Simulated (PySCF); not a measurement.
1-ethynylcyclopropane-1-carbaldehyde (C₆H₆O), SMILES C1CC1(C#C)C=O. Geometry: ωB97X-D3(BJ)/def2-SVP. One conformer was computed; it need not be the lowest.

Level of theory: ωB97X-D3(BJ)/def2-SVP (PySCF 2.14.0).

Harmonic wavenumbers (cm⁻¹): 116, 155, 210, 265, 316, 529, 543, 550, 701, 751, 760, 801, 873, 941, 978, 1058, 1060, 1084, 1113, 1200, 1300, 1339, 1424, 1430, 1499, 1875, 2272, 2986, 3169, 3173, 3276, 3284, 3485. Rotational constants (GHz): 4.616, 2.181, 1.673; symmetry number 1.

Q: Work out the zero-point energy and the ideal-gas rigid-rotor harmonic-oscillator thermochemistry at 298.15 K and 1 atm.

A: ZPE = ½ Σ hcν = ½ × 44515 cm⁻¹ = 266.26 kJ/mol. H − E(el) = 286.75 kJ/mol. Entropy in J/(mol K): translation 165.42, rotation 114.42, vibration 59.68, total 339.52. G − E(el) = 185.52 kJ/mol. Cp = 111.96 J/(mol K). Modes under 150 cm⁻¹ make the vibrational entropy uncertain.
